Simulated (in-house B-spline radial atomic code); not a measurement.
Binding energies in the calcium ion Ca²⁺

NIST's tabulated ground configuration is [Ne] 3s2 3p6; each binding energy is the energy of the ion with one electron taken from that subshell, relaxed, less that of the parent. All numbers are computed (Dirac-Hartree-Fock, average of configuration; Fermi nucleus of rms radius 3.4776 fm) with an all-electron radial atomic-structure program (B-spline basis), not measured. Energies include first-order Breit, QED and recoil terms.

```json
{"subshell": "1s", "X-ray name": "K", "binding energy (eV)": "4064.8", "-ε (eV)": "4101.2", "relaxation (eV)": "31.6"}
{"subshell": "2s", "X-ray name": "L1", "binding energy (eV)": "466.8", "-ε (eV)": "476.6", "relaxation (eV)": "9.5"}
{"subshell": "2p1/2", "X-ray name": "L2", "binding energy (eV)": "377.6", "-ε (eV)": "388.7", "relaxation (eV)": "10.8"}
{"subshell": "2p3/2", "X-ray name": "L3", "binding energy (eV)": "374", "-ε (eV)": "384.9", "relaxation (eV)": "10.7"}
{"subshell": "3s", "X-ray name": "M1", "binding energy (eV)": "74.81", "-ε (eV)": "76.10", "relaxation (eV)": "1.26"}
{"subshell": "3p1/2", "X-ray name": "M2", "binding energy (eV)": "50.16", "-ε (eV)": "51.36", "relaxation (eV)": "1.17"}
{"subshell": "3p3/2", "X-ray name": "M3", "binding energy (eV)": "49.78", "-ε (eV)": "50.94", "relaxation (eV)": "1.15"}
```

Relaxation = -ε minus the binding energy without Breit, QED and recoil terms.

Emission lines follow as differences of binding energies, with λ = 12398.42 eV·Å / E:

```
 line       holes  energy (eV)  wavelength (Å)
 K-L3  1s → 2p3/2       3690.8          3.3593
 K-L2  1s → 2p1/2       3687.2          3.3626
 K-M3  1s → 3p3/2       4015.0           3.088
L1-M3  2s → 3p3/2        417.0          29.731
L3-M1  2p3/2 → 3s        299.2           41.44
```

Problem. What screening constant σ does Moseley's law, E = (3/4)·13.6057 eV·(Z - σ)², need for K-L3?

Solution. σ = 0.98.

Problem. What does it cost to remove two 2p1/2 electrons?

Solution. 812.53 eV, which is 57.31 eV more than the two single binding energies together.

Problem. What does it cost to remove both a 2s and a 3p3/2 electron?

Solution. 537.92 eV, which is 21.35 eV more than the two single binding energies together.

Problem. What does it cost to remove both a 2p1/2 and a 3p3/2 electron?

Solution. 449.06 eV, which is 21.67 eV more than the two single binding energies together.
